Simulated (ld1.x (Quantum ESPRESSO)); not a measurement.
vanadium, RRKJ: configuration errors across variants

```json
{
 "Element": "V (Z = 23)",
 "Generator": "ld1.x (Quantum ESPRESSO) 7.5",
 "Type": "norm-conserving RRKJ (Kleinman–Bylander form)",
 "Functional": "LDA (PZ)",
 "Relativity": "scalar-relativistic",
 "Frozen core": "[Ar]",
 "Valence charge": "5",
 "Reference configuration": "3d3 4s1.75 4p0.25",
 "Partial waves": "4p (bound): rc 3.95 bohr; 3d (bound): rc 1.40 bohr; 4s (bound): rc 2.50 bohr",
 "Local potential": "the s channel",
 "Core correction": "a·sin(br)/r model core inside 0.75 bohr",
 "rho0": "0.001"
}
```

All-electron excitation energies from the reference (eV): (1) 3d3 4s2 4p0 -0.835; (2) 3d3 4s1 4p0 7.106; (3) 3d3 4s0 4p0 21.651; (4) 3d4 4s0 4p0 6.543; (5) 3d3.5 4s1.5 4p0 -0.808; (6) 3d3 4s1 4p1 2.573; (7) 3d3 4s0 4p1 11.283; (8) 3d3 4s1.75 4p0.25 spin -1.789; (9) 3d3 4s2 4p0 spin -2.464.

Spin tests fill each open shell by Hund’s rule, majority spin first.

2 further variants failed, have other tests or another functional or relativity, and are left out.

Errors AE − PS in meV (a dash: test not solved or not reliable):

| change | (1) | (2) | (3) | (4) | (5) | (6) | (7) | (8) | (9) | bound ghosts |
| --- | --- | --- | --- | --- | --- | --- | --- | --- | --- | --- |
| base | -0.1 | -4.4 | -39 | -364 | -69 | -2.0 | -16 | +93 | +94 | none |
| local potential all-electron potential smoothed inside 2.35 bohr (lloc = -1) | -0.1 | -3.4 | -36 | -300 | -49 | -1.6 | -11 | +93 | +95 | none |
| wave 4s (bound): rc 2.50 bohr becomes 4s (bound): rc 3.30 bohr | -0.2 | -3.0 | -53 | -309 | -60 | -3.5 | -28 | +97 | +96 | none |
| core correction a·sin(br)/r model core inside 1.06 bohr | -0.1 | -4.4 | -39 | -361 | -68 | -2.0 | -16 | +156 | +157 | none |
| wave 4p (bound): rc 3.95 bohr becomes 4p (bound): rc 2.54 bohr | -0.1 | -4.9 | -41 | -362 | -68 | -1.2 | -11 | +94 | +94 | none |
| all radii but the core radius scaled by about 0.85 (s 2.14, p 3.36, d 1.20 bohr) | -0.1 | -4.0 | -38 | -363 | -69 | -2.2 | -18 | +83 | +84 | none |
| wave 3d (bound): rc 1.40 bohr becomes 3d (bound): rc 1.12 bohr | -0.1 | -4.9 | -42 | -392 | -73 | -2.1 | -18 | +78 | +79 | none |

(1) Give the same row for: type PAW; waves now 4s (bound): rcut 2.15, rcutus 2.50 bohr; 4s channel at 1.25 Ry: rcut 2.15, rcutus 2.50 bohr; 4p (bound): rcut 3.45, rcutus 3.95 bohr; 4p channel at 1.85 Ry: rcut 3.45, rcutus 3.95 bohr; 3d (bound): rcut 1.20, rcutus 1.40 bohr; 3d channel at 4 Ry: rcut 1.20, rcutus 1.40 bohr; local potential all-electron potential smoothed inside 2.10 bohr (lloc = -1); augmentation BESSEL, radius 1.30 bohr; rho0 0.

## Answers

(1) 0.0, +0.4, -3.9, -129, -28, -0.2, -6.5, –, –; bound ghosts: none.
